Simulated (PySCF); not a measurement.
Isomers of C5H12GeO2.

All values: B3LYP/def2-SVPD (PySCF) at PBE0-D3(BJ)/def2-SVP geometries, gas phase, one conformer each. Core orbitals are frozen in the response; Δα² is half the sum of the squared differences of the principal polarisabilities. The calculation is non-relativistic, for germanium too.

(1) Rank by dipole moment, highest first.
A. `[CH3:1][CH2:2][C@@H:3]1[CH2:4][O:5][Ge@@H:6]([CH3:7])[O:8]1` with C1–C2–C3–C4 -73°, C2–C3–C4–O5 -82°, C3–C4–O5–Ge6 -31°, C4–O5–Ge6–C7 -102°, O5–Ge6–O8–C3 12°
B. `[CH2:1]=[C:2]([CH3:3])[GeH:4]([O:5][CH3:6])[O:7][CH3:8]` with C1–C2–Ge4–O5 5°, C2–Ge4–O5–C6 92°, C2–Ge4–O7–C8 55°
C. `[CH2:1]=[CH:2][CH2:3][O:4][Ge@@H:5]([CH3:6])[O:7][CH3:8]` with C1–C2–C3–O4 -113°, C2–C3–O4–Ge5 -50°, C3–O4–Ge5–C6 -156°, O4–Ge5–O7–C8 157°
D. `[CH3:1][CH2:2][CH2:3][C@@H:4]1[CH2:5][O:6][GeH2:7][O:8]1` with C1–C2–C3–C4 -178°, C2–C3–C4–C5 175°, C3–C4–C5–O6 -82°, C4–C5–O6–Ge7 -31°, C5–O6–Ge7–O8 13°, O6–Ge7–O8–C4 11°
E. `[CH3:1][CH2:2][C@@H:3]1[CH2:4][O:5][Ge@H:6]([CH3:7])[O:8]1` with C1–C2–C3–C4 -74°, C2–C3–C4–O5 -81°, C3–C4–O5–Ge6 -34°, C4–O5–Ge6–C7 133°, O5–Ge6–O8–C3 8°
F. `[CH3:1][O:2][GeH:3]([O:4][CH3:5])[CH:6]1[CH2:7][CH2:8]1` with C1–O2–Ge3–O4 -131°, O2–Ge3–O4–C5 50°, O2–Ge3–C6–C7 76°

(2) Rank by HOMO–LUMO gap, lowest first.
A. `[CH2:1]=[CH:2][CH2:3][O:4][Ge@@H:5]([CH3:6])[O:7][CH3:8]` with C1–C2–C3–O4 -113°, C2–C3–O4–Ge5 -50°, C3–O4–Ge5–C6 -156°, O4–Ge5–O7–C8 157°
B. `[CH3:1][O:2][GeH:3]([O:4][CH3:5])[CH:6]1[CH2:7][CH2:8]1` with C1–O2–Ge3–O4 -131°, O2–Ge3–O4–C5 50°, O2–Ge3–C6–C7 76°
C. `[CH3:1][CH2:2][C@@H:3]1[CH2:4][O:5][Ge@H:6]([CH3:7])[O:8]1` with C1–C2–C3–C4 -74°, C2–C3–C4–O5 -81°, C3–C4–O5–Ge6 -34°, C4–O5–Ge6–C7 133°, O5–Ge6–O8–C3 8°
D. `[CH3:1][CH:2]([CH3:3])[C@H:4]1[CH2:5][O:6][GeH2:7][O:8]1` with C1–C2–C4–C5 -58°, C2–C4–C5–O6 91°, C4–C5–O6–Ge7 29°, C5–O6–Ge7–O8 -15°, O6–Ge7–O8–C4 -4°
E. `[CH2:1]=[C:2]([CH3:3])[GeH:4]([O:5][CH3:6])[O:7][CH3:8]` with C1–C2–Ge4–O5 5°, C2–Ge4–O5–C6 92°, C2–Ge4–O7–C8 55°

Results:

(1) B (1.97 D), C (1.57 D), F (1.37 D), E (0.88 D), A (0.71 D), D (0.18 D).

(2) E (6.78 eV), D (6.98 eV), A (7.10 eV), C (7.50 eV), B (7.74 eV).

All values together:

```json
{"SMILES": "CC[C@@H]1C[O][Ge@H]([CH3])[O]1", "μ (D)": "0.88", "HOMO (eV)": "-7.30", "LUMO (eV)": "0.20", "α (Å³)": "14.03", "Δα (Å³)": "3.99", "ΔSCF removal energy (eV)": "9.35"}
{"SMILES": "C=CC[O][Ge@@H]([CH3])[O]C", "μ (D)": "1.57", "HOMO (eV)": "-7.39", "LUMO (eV)": "-0.29", "α (Å³)": "14.98", "Δα (Å³)": "4.66", "ΔSCF removal energy (eV)": "9.21"}
{"SMILES": "CC(C)[C@H]1C[O][GeH2][O]1", "μ (D)": "0.08", "HOMO (eV)": "-7.37", "LUMO (eV)": "-0.38", "α (Å³)": "13.88", "Δα (Å³)": "2.54", "ΔSCF removal energy (eV)": "9.37"}
{"SMILES": "CCC[C@@H]1C[O][GeH2][O]1", "μ (D)": "0.18", "HOMO (eV)": "-7.46", "LUMO (eV)": "-0.38", "α (Å³)": "14.04", "Δα (Å³)": "3.16", "ΔSCF removal energy (eV)": "9.48"}
{"SMILES": "CC[C@@H]1C[O][Ge@@H]([CH3])[O]1", "μ (D)": "0.71", "HOMO (eV)": "-7.30", "LUMO (eV)": "0.21", "α (Å³)": "14.06", "Δα (Å³)": "4.69", "ΔSCF removal energy (eV)": "9.35"}
{"SMILES": "C=[C](C)[GeH]([O]C)[O]C", "μ (D)": "1.97", "HOMO (eV)": "-7.46", "LUMO (eV)": "-0.68", "α (Å³)": "14.76", "Δα (Å³)": "1.91", "ΔSCF removal energy (eV)": "9.32"}
{"SMILES": "C[O][GeH]([O]C)[CH]1CC1", "μ (D)": "1.37", "HOMO (eV)": "-7.40", "LUMO (eV)": "0.34", "α (Å³)": "14.36", "Δα (Å³)": "3.26", "ΔSCF removal energy (eV)": "9.28"}
```

Conformers: `[CH3:1][CH2:2][C@@H:3]1[CH2:4][O:5][Ge@H:6]([CH3:7])[O:8]1` with C1–C2–C3–C4 -74°, C2–C3–C4–O5 -81°, C3–C4–O5–Ge6 -34°, C4–O5–Ge6–C7 133°, O5–Ge6–O8–C3 8°; `[CH2:1]=[CH:2][CH2:3][O:4][Ge@@H:5]([CH3:6])[O:7][CH3:8]` with C1–C2–C3–O4 -113°, C2–C3–O4–Ge5 -50°, C3–O4–Ge5–C6 -156°, O4–Ge5–O7–C8 157°; `[CH3:1][CH:2]([CH3:3])[C@H:4]1[CH2:5][O:6][GeH2:7][O:8]1` with C1–C2–C4–C5 -58°, C2–C4–C5–O6 91°, C4–C5–O6–Ge7 29°, C5–O6–Ge7–O8 -15°, O6–Ge7–O8–C4 -4°; `[CH3:1][CH2:2][CH2:3][C@@H:4]1[CH2:5][O:6][GeH2:7][O:8]1` with C1–C2–C3–C4 -178°, C2–C3–C4–C5 175°, C3–C4–C5–O6 -82°, C4–C5–O6–Ge7 -31°, C5–O6–Ge7–O8 13°, O6–Ge7–O8–C4 11°; `[CH3:1][CH2:2][C@@H:3]1[CH2:4][O:5][Ge@@H:6]([CH3:7])[O:8]1` with C1–C2–C3–C4 -73°, C2–C3–C4–O5 -82°, C3–C4–O5–Ge6 -31°, C4–O5–Ge6–C7 -102°, O5–Ge6–O8–C3 12°; `[CH2:1]=[C:2]([CH3:3])[GeH:4]([O:5][CH3:6])[O:7][CH3:8]` with C1–C2–Ge4–O5 5°, C2–Ge4–O5–C6 92°, C2–Ge4–O7–C8 55°; `[CH3:1][O:2][GeH:3]([O:4][CH3:5])[CH:6]1[CH2:7][CH2:8]1` with C1–O2–Ge3–O4 -131°, O2–Ge3–O4–C5 50°, O2–Ge3–C6–C7 76°.
